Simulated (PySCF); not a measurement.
**Argon: a sound run and one with changed settings**

Sound run: Ar(2+) [Ne] 3s2 3p4, Ar(3+) [Ne] 3s2 3p3. Computed with PySCF 2.14 in x2c-SVPall (4s3p1d, 18 functions), with scalar relativity by spin-free X2C-1e. In the sound run the correlated levels freeze [Ne]. The sound run starts from symmetry-adapted Hartree-Fock orbitals and uses a fine grid where one is needed.

Changed run: no relativity, point nucleus. This setting is unsound on purpose.

| species | method | sound run (hartree) | changed run (hartree) | converged |
| --- | --- | --- | --- | --- |
| Ar(2+) | UHF | -526.89645 | -524.84068 | yes |
| Ar(2+) | M06-L | -527.53358 | -525.47856 | yes |
| Ar(2+) | B3LYP | -527.56482 | -525.51017 | yes |
| Ar(2+) | MP2 | -526.98667 | -524.93107 | yes |
| Ar(2+) | CCSD(T) | -527.00636 | -524.95087 | yes |
| Ar(3+) | UHF | -525.44739 | -523.39219 | yes |
| Ar(3+) | M06-L | -526.03658 | -523.98201 | yes |
| Ar(3+) | B3LYP | -526.06049 | -524.00640 | yes |
| Ar(3+) | MP2 | -525.51915 | -523.46413 | yes |
| Ar(3+) | CCSD(T) | -525.53847 | -523.48359 | yes |

Ionisation energy of Ar(2+):

```
 method  sound run (eV)  changed run (eV)
    UHF          39.431            39.415
  M06-L          40.736            40.723
  B3LYP          40.935            40.920
    MP2          39.933            39.917
SCS-MP2          39.954            39.938
   CCSD          39.937            39.921
CCSD(T)          39.943            39.927
```

Most of the change in total energy is the relativistic energy itself. On top of that the contraction fixes the core shape for the Hamiltonian it was made with, so the changed run is not a good calculation with the other Hamiltonian either.

For comparison, NIST gives 40.735 ± 0.012 eV between the lowest levels.
